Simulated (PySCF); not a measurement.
## Bonds of B to H, F, Cl, Br, O, N

PBE in PySCF with def2-TZVPPD on every atom, for the lowest determinant that a PBE0 search found; no spin–orbit coupling. D0 is De less the harmonic zero-point energy.

```json
{"X": "H", "state of BX": "singlet (closed shell)", "D0(BX) (eV)": "3.38", "D0(X₂) (eV)": "4.27"}
{"X": "F", "state of BX": "singlet (closed shell)", "D0(BX) (eV)": "7.99", "D0(X₂) (eV)": "2.22"}
{"X": "Cl", "state of BX": "singlet (closed shell)", "D0(BX) (eV)": "5.47", "D0(X₂) (eV)": "2.81"}
{"X": "Br", "state of BX": "singlet (closed shell)", "D0(BX) (eV)": "4.76", "D0(X₂) (eV)": "2.48"}
{"X": "O", "state of BX": "doublet (σ ↑)", "D0(BX) (eV)": "8.85", "D0(X₂) (eV)": "6.13"}
{"X": "N", "state of BX": "triplet (σ ↑, π ↑)", "D0(BX) (eV)": "5.21", "D0(X₂) (eV)": "10.42"}
```

Task: Give the energy of B + X₂ → BX + X at 0 K for each X.

Result: H: 4.27 − 3.38 = +0.89 eV; F: 2.22 − 7.99 = -5.77 eV; Cl: 2.81 − 5.47 = -2.66 eV; Br: 2.48 − 4.76 = -2.28 eV; O: 6.13 − 8.85 = -2.72 eV; N: 10.42 − 5.21 = +5.21 eV (PBE/def2-TZVPPD; negative means exothermic).

Task: Does an atom of O displace N from BN?

Result: BN + O → BO + N has ΔE = 5.21 − 8.85 = -3.64 eV at PBE/def2-TZVPPD, so it is downhill.

Gas-phase diatomics only hint at surface chemistry, where an atom holds several bonds.

States were picked by a PBE0 search and need not be the measured ground states.
